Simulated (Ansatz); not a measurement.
## A relaxation, step by step

BH5O2F2, singlet, PBE0-D4/def2-TZVP (Ansatz 0.2.0). Settings:

```yaml
hamiltonian: {xc: pbe0, dispersion: d4}
relax: {f_tol: 0.005, max_steps: 200}
```

Start, a step off a saddle point along its unstable mode:

```csv
atom,x (Å),y (Å),z (Å)
B1,-0.2370,-0.0324,-0.4302
H2,-0.3858,-0.2794,1.0945
O3,-0.2619,-1.3690,-0.8300
O4,-1.4328,0.6911,-0.6651
H5,1.5911,0.3379,0.6442
F6,0.8359,0.6139,-0.5294
H7,0.2102,-0.2133,1.3244
F8,1.7865,0.1089,1.4616
H9,-0.7449,-1.4777,-1.6655
H10,-1.3611,1.6200,-0.4046
```

```
              step  energy less the last (meV)  largest force component (eV/Å)
                 1                      2293.0                           6.331
                 2                      1016.5                           2.868
                 3                       520.2                           1.182
                 4                       265.3                           1.363
                 5                       107.0                           1.296
                 6                        30.4                           0.838
7 (rejected trial)                        56.3                           0.639
                 8                         6.2                           0.294
                 9                         1.6                           0.065
                10                         0.7                           0.033
                11                         0.4                           0.023
                12                         0.2                           0.034
                13                         0.1                           0.024
                14                         0.0                           0.009
                15                         0.0                           0.005
                16                         0.0                           0.004
```

Step 8, positions (Å) and forces (eV/Å):

```json
{"atom": "B1", "x": "-0.277", "y": "0.106", "z": "-0.960", "Fx": "-0.100", "Fy": "-0.006", "Fz": "-0.014"}
{"atom": "H2", "x": "-0.828", "y": "-0.512", "z": "1.798", "Fx": "-0.025", "Fy": "-0.003", "Fz": "0.013"}
{"atom": "O3", "x": "-0.121", "y": "-1.180", "z": "-1.318", "Fx": "-0.207", "Fy": "-0.270", "Fz": "-0.067"}
{"atom": "O4", "x": "-1.480", "y": "0.725", "z": "-0.932", "Fx": "0.007", "Fy": "0.070", "Fz": "0.036"}
{"atom": "H5", "x": "1.980", "y": "0.380", "z": "0.696", "Fx": "0.041", "Fy": "-0.020", "Fz": "0.059"}
{"atom": "F6", "x": "0.841", "y": "0.787", "z": "-0.634", "Fx": "-0.003", "Fy": "0.013", "Fz": "-0.024"}
{"atom": "H7", "x": "-0.103", "y": "-0.472", "z": "1.975", "Fx": "0.016", "Fy": "0.001", "Fz": "0.010"}
{"atom": "F8", "x": "2.378", "y": "0.176", "z": "1.510", "Fx": "-0.020", "Fy": "0.012", "Fz": "-0.048"}
{"atom": "H9", "x": "-0.947", "y": "-1.647", "z": "-1.505", "Fx": "0.294", "Fy": "0.259", "Fz": "0.064"}
{"atom": "H10", "x": "-1.442", "y": "1.637", "z": "-0.630", "Fx": "-0.002", "Fy": "-0.056", "Fz": "-0.029"}
```

Step 12, positions (Å) and forces (eV/Å):

```
atom       x       y       z      Fx      Fy      Fz
  B1  -0.287   0.127  -0.979  -0.007   0.016  -0.021
  H2  -0.855  -0.447   2.012   0.022   0.003   0.002
  O3  -0.055  -1.146  -1.348   0.000   0.005   0.013
  O4  -1.516   0.694  -1.003   0.015  -0.001   0.010
  H5   2.003   0.316   0.663   0.013  -0.017   0.031
  F6   0.783   0.852  -0.588  -0.014  -0.017   0.002
  H7  -0.113  -0.421   2.106  -0.022  -0.002  -0.004
  F8   2.423   0.036   1.441  -0.017   0.015  -0.034
  H9  -0.852  -1.616  -1.604   0.008   0.005   0.002
 H10  -1.531   1.606  -0.703   0.001  -0.008   0.000
```

Step 14, positions (Å) and forces (eV/Å):

| atom | x | y | z | Fx | Fy | Fz |
| --- | --- | --- | --- | --- | --- | --- |
| B1 | -0.287 | 0.130 | -0.974 | -0.009 | 0.000 | -0.001 |
| H2 | -0.856 | -0.426 | 2.007 | 0.003 | 0.001 | 0.000 |
| O3 | -0.045 | -1.141 | -1.343 | 0.004 | 0.009 | 0.004 |
| O4 | -1.519 | 0.689 | -1.002 | 0.008 | -0.001 | 0.000 |
| H5 | 1.997 | 0.299 | 0.660 | -0.004 | 0.006 | -0.009 |
| F6 | 0.775 | 0.859 | -0.574 | 0.000 | -0.002 | -0.001 |
| H7 | -0.114 | -0.415 | 2.100 | -0.003 | 0.000 | 0.000 |
| F8 | 2.428 | 0.022 | 1.431 | 0.005 | -0.006 | 0.009 |
| H9 | -0.837 | -1.616 | -1.605 | -0.004 | -0.005 | -0.001 |
| H10 | -1.542 | 1.600 | -0.699 | 0.000 | -0.002 | 0.000 |

Last step (16):

```json
{"atom": "B1", "x (Å)": "-0.2875", "y (Å)": "0.1325", "z (Å)": "-0.9695"}
{"atom": "H2", "x (Å)": "-0.8602", "y (Å)": "-0.4126", "z (Å)": "2.0024"}
{"atom": "O3", "x (Å)": "-0.0371", "y (Å)": "-1.1371", "z (Å)": "-1.3378"}
{"atom": "O4", "x (Å)": "-1.5222", "y (Å)": "0.6848", "z (Å)": "-1.0016"}
{"atom": "H5", "x (Å)": "1.9975", "y (Å)": "0.2955", "z (Å)": "0.6560"}
{"atom": "F6", "x (Å)": "0.7700", "y (Å)": "0.8663", "z (Å)": "-0.5655"}
{"atom": "H7", "x (Å)": "-0.1186", "y (Å)": "-0.4116", "z (Å)": "2.0964"}
{"atom": "F8", "x (Å)": "2.4329", "y (Å)": "0.0041", "z (Å)": "1.4207"}
{"atom": "H9", "x (Å)": "-0.8249", "y (Å)": "-1.6170", "z (Å)": "-1.6036"}
{"atom": "H10", "x (Å)": "-1.5498", "y (Å)": "1.5950", "z (Å)": "-0.6976"}
```

The run took about 77 s on 4 CPU threads of an Intel Xeon (shared host).
